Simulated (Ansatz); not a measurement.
Kohn–Sham single points on C$_{2}$H$_{9}$BN$_{2}$ (`CNB(C)N`).

```yaml
crystal:
  periodic: [false, false, false]
  atoms:
    - {symbol: C, position_ang: [-1.461538, 1.243477, 0.257983]}
    - {symbol: N, position_ang: [-0.670119, 0.169086, 0.795570]}
    - {symbol: B, position_ang: [0.411829, -0.493707, 0.166607]}
    - {symbol: C, position_ang: [0.884409, -0.089853, -1.288731]}
    - {symbol: N, position_ang: [1.084645, -1.537780, 0.851507]}
    - {symbol: H, position_ang: [-1.391095, 2.154911, 0.863704]}
    - {symbol: H, position_ang: [-2.522377, 0.977710, 0.177980]}
    - {symbol: H, position_ang: [-1.111963, 1.491206, -0.744138]}
    - {symbol: H, position_ang: [-0.944857, -0.112386, 1.722578]}
    - {symbol: H, position_ang: [1.196137, 0.958451, -1.335717]}
    - {symbol: H, position_ang: [0.080553, -0.208888, -2.022171]}
    - {symbol: H, position_ang: [1.727744, -0.693387, -1.632832]}
    - {symbol: H, position_ang: [0.848974, -1.856127, 1.774663]}
    - {symbol: H, position_ang: [1.854661, -2.032011, 0.441697]}
basis:
  gaussian: {orbitals: def2-TZVPP}
hamiltonian: {xc: pbe, dispersion: d4}
output: {forces: true, orbitals: {seedname: orbitals}}
```

```sh
$ ansatz run in.yaml --threads 4 --pin off --events-out ev --progress --plain --max-ram 10444MiB
```

Output, abridged:

```
Functional definition: PBE
1370 factors; their error is unknown
mean field evaluation 1: about -5850.5146 eV, gradient 1.1e2 eV
mean field evaluation 2: about -5772.0857 eV, gradient 1.8e2 eV
mean field evaluation 4: about -5873.2733 eV, gradient 1.8e1 eV
mean field evaluation 8: about -5874.0124 eV, gradient 2.3e-1 eV
mean field evaluation 16: about -5873.9951 eV, gradient 9.0e-3 eV
mean field -5873.99506299 eV, -215.8653370279 hartree, gradient 3.7e-5 eV, S^2 0.000000; 0 other end points of the search recorded, 0 dependent functions left out
reference -5873.99510988 eV, -215.8653387513 hartree; 20, 20 occupied and 261, 261 virtual orbitals, 1370 factors
Total energy: -5874.23612792 eV, -215.8741960006 hartree
Atom 0 at    -1.461538     1.243477     0.257983 Å, force    -0.057373     0.059811    -0.009861 eV/Å
Atom 1 at    -0.670119     0.169086     0.795570 Å, force     0.036398     0.004251    -0.067778 eV/Å
Atom 2 at     0.411829    -0.493707     0.166607 Å, force     0.063303     0.036979    -0.166317 eV/Å
Atom 3 at     0.884409    -0.089853    -1.288731 Å, force    -0.027068    -0.025273     0.090770 eV/Å
Atom 4 at     1.084645    -1.537780     0.851507 Å, force    -0.021043     0.036764    -0.029180 eV/Å
Atom 5 at    -1.391095     2.154911     0.863704 Å, force    -0.002056     0.207051     0.117340 eV/Å
Atom 6 at    -2.522377     0.977710     0.177980 Å, force    -0.234510    -0.034529    -0.023673 eV/Å
Atom 7 at    -1.111963     1.491206    -0.744138 Å, force     0.063826     0.057309    -0.203398 eV/Å
Atom 8 at    -0.944857    -0.112386     1.722578 Å, force    -0.103347    -0.102516     0.343776 eV/Å
Atom 9 at     1.196137     0.958451    -1.335717 Å, force     0.062382     0.199482    -0.027363 eV/Å
Atom 10 at     0.080553    -0.208888    -2.022171 Å, force    -0.143664    -0.016025    -0.153645 eV/Å
Atom 11 at     1.727744    -0.693387    -1.632832 Å, force     0.163924    -0.112967    -0.074791 eV/Å
Atom 12 at     0.848974    -1.856127     1.774663 Å, force    -0.072086    -0.128060     0.336064 eV/Å
Atom 13 at     1.854661    -2.032011     0.441697 Å, force     0.271314    -0.182275    -0.131944 eV/Å
Dipole moment:    -0.051216    -0.080586     0.220910 e Å
```

Run time 2.9 s (4 threads of an Arm Neoverse V1 on a shared host); peak host memory 0.35 GiB.

Changing it to `hamiltonian: {xc: {name: wB97X-V}}` and no forces (abridged; 8.5 s):

```
Functional definition: wB97X-V
mean field evaluation 16: about -5880.3189 eV, gradient 1.2e-4 eV
mean field -5880.31893067 eV, -216.0977348787 hartree, gradient 3.4e-5 eV, S^2 0.000000
Total energy: -5880.31892850 eV, -216.0977347989 hartree
```

With the line `hamiltonian: {xc: pbe0, dispersion: d4}` and no forces (abridged; 3.1 s):

```
Functional definition: PBE0
mean field evaluation 16: about -5874.8652 eV, gradient 4.5e-5 eV
mean field -5874.86517420 eV, -215.8973130253 hartree, gradient 4.5e-5 eV, S^2 0.000000
Total energy: -5875.06746879 eV, -215.9047472141 hartree
```

With the line `hamiltonian: {xc: r2scan, dispersion: d4}` (abridged; 5 s):

```
Functional definition: r2SCAN
mean field evaluation 16: about -5878.4654 eV, gradient 4.1e-4 eV
mean field -5878.46536144 eV, -216.0296174660 hartree, gradient 3.6e-5 eV, S^2 0.000000
Total energy: -5878.52865673 eV, -216.0319435250 hartree
Atom 0 force    -0.122170     0.166575    -0.086343 eV/Å
Atom 1 force     0.046756    -0.091796     0.079548 eV/Å
Atom 2 force     0.045921     0.022899    -0.114022 eV/Å
Atom 3 force     0.011134    -0.003837    -0.007933 eV/Å
Atom 4 force     0.042357    -0.059973     0.031823 eV/Å
Atom 5 force    -0.008623     0.000754    -0.003682 eV/Å
Atom 6 force    -0.000535     0.009435     0.001023 eV/Å
Atom 7 force    -0.005556    -0.008942     0.024839 eV/Å
Atom 8 force    -0.018079    -0.010907     0.049147 eV/Å
Atom 9 force    -0.010325    -0.013783    -0.016066 eV/Å
Atom 10 force     0.017368     0.015088     0.001449 eV/Å
Atom 11 force    -0.012734     0.010110     0.003079 eV/Å
Atom 12 force     0.002123    -0.017396     0.027668 eV/Å
Atom 13 force     0.012363    -0.018228     0.009470 eV/Å
Dipole moment:    -0.048570    -0.078866     0.213696 e Å
```
